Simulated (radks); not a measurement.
All-electron atom: Ru IV in [Kr] 4d5. Method: scalar-relativistic Kohn-Sham, PBEsol, spin-polarised, spherical densities, finite nucleus; open shells are filled with parallel spins first (spin-orbit coupling, left out, can overturn this in heavy ions); Fermi nuclear charge, rms radius 4.4809 fm; computed with a radial shooting solver on a logarithmic mesh with Libxc functionals.

X-ray form factor f0, the Fourier transform of the density (f0(0) = 41):

sin(theta)/lambda (1/angstrom)  f0 (electrons)
0.05                                    40.525
0.1                                     39.185
0.15                                    37.198
0.2                                     34.842
0.25                                    32.375
0.3                                     29.992
0.4                                     25.878
0.5                                     22.758
0.6                                     20.408
0.8                                     16.887
1                                       13.943
1.25                                    10.813
1.5                                      8.513
2                                        6.095
